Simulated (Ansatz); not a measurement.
`C[SiH2][SiH](Cl)Cl` + `N=CF` → `C[SiH2]/N=C/F` + `Cl[SiH2]Cl` at 500 K and 1 bar (cleavage of the Si–Si bond).

Isolated molecules relaxed with PBE0-D4/def2-TZVP in Ansatz; ΔE leaves out vibrations. CBS: MP2 limit from def2 TZ/QZ plus the TZ coupled-cluster correction, frozen cores. This one scheme is used for every species. One conformer a species, not always the lowest.

```csv
species,CCSD(T)/CBS energy (Eh),H − E (kJ/mol),S (J/(mol·K))
`C[SiH2][SiH](Cl)Cl`,-1539.48961,229.5,469.4
`N=CF`,-193.72220,108.9,274.9
`C[SiH2]/N=C/F`,-523.29934,249.8,407.8
`Cl[SiH2]Cl`,-1209.93203,81.5,323.4
```

H − E and S are ideal-gas, rigid-rotor, harmonic terms from PBE0-D4/def2-TZVP, for one conformer and one mirror image of each species. 1 Eh = 2625.50 kJ/mol, R = 8.31446 J/(mol·K).

**Question.** By hand: ΔE, ΔH, ΔS and ΔG.

**Answer.** ΔE = (-523.29934) + (-1209.93203) − (-1539.48961) − (-193.72220) = -0.01956 Eh = -51.4 kJ/mol. Δ(H − E) = 249.8 + 81.5 − 229.5 − 108.9 = -7.1, so ΔH = -58.5 kJ/mol. ΔS = 407.8 + 323.4 − 469.4 − 274.9 = -13.1 J/(mol·K). ΔG = -58.5 − 500 × (-13.1)/1000 = -52.0 kJ/mol.

**Question.** By hand: the equilibrium constant, and the temperature at which ΔG would vanish if ΔH and ΔS stayed fixed.

**Answer.** log₁₀ K = −ΔG/(RT ln 10) = 5.4. ΔG = 0 at ΔH/ΔS = 4466 K, far beyond where these terms or the molecules hold.

The number of gas molecules stays the same, so ΔS is small and ΔH decides. A doubt of 5 kJ/mol in ΔE shifts log₁₀ K by 0.5 here. Other conformers and mirror images would add mixing entropy, several J/(mol·K) or more a flexible species. Modes under 60 cm⁻¹, often nearly free rotors, make the harmonic entropy too high. These are equilibria of isolated gas molecules and say nothing of rates. Largest T1 diagnostic: 0.013 (customary marks: 0.02 for closed shells, 0.045 for open ones).
